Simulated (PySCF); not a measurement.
SMILES [SiH2]([Si](C)(C)C)[GeH3] (C3H14GeSi2), GFN2-xTB optimised geometry.

```
20

C     -0.62    -1.88    -1.59
Si    -0.03    -1.00     0.00
C      1.88    -1.00     0.00
C     -0.64    -2.01     1.51
Si    -0.82     1.20     0.00
Ge    -0.21     2.28    -1.99
H     -0.20    -2.88    -1.69
H     -1.70    -1.98    -1.62
H     -0.32    -1.32    -2.48
H      2.29    -2.01    -0.08
H      2.27    -0.56     0.91
H      2.27    -0.43    -0.84
H     -0.27    -3.03     1.48
H     -0.30    -1.56     2.44
H     -1.72    -2.05     1.54
H     -0.31     2.01     1.11
H     -2.29     1.30     0.12
H     -0.85     1.73    -3.23
H      1.25     2.18    -2.32
H     -0.47     3.75    -2.11
```

Density from PySCF with PBE/def2-SVP at that geometry.

Minimum of the electron density along straight lines between bonded atoms, close to the bond critical point (lines longer than 1.1 times the sum of covalent radii, or with two minima, are not listed):

```tsv
bond	length / Å	ρ at the minimum / e bohr⁻³	∇²ρ there / e bohr⁻⁵	position (fraction from the first atom)
C1–Si2	1.913	0.108	0.29	0.62
Si2–C3	1.912	0.108	0.29	0.38
Si2–C4	1.910	0.108	0.29	0.38
Si5–Ge6	2.342	0.088	-0.06	0.35
C1–H7	1.087	0.269	-0.95	0.63
C1–H8	1.086	0.270	-0.95	0.63
C1–H9	1.087	0.269	-0.95	0.63
C3–H10	1.086	0.269	-0.95	0.63
C3–H11	1.086	0.270	-0.95	0.63
C3–H12	1.087	0.270	-0.95	0.63
C4–H13	1.086	0.269	-0.95	0.63
C4–H14	1.086	0.270	-0.95	0.63
C4–H15	1.086	0.270	-0.96	0.63
Si5–H16	1.470	0.113	0.31	0.49
Si5–H17	1.470	0.113	0.31	0.49
Ge6–H18	1.504	0.138	0.07	0.59
Ge6–H19	1.505	0.137	0.07	0.59
Ge6–H20	1.503	0.138	0.07	0.59
```
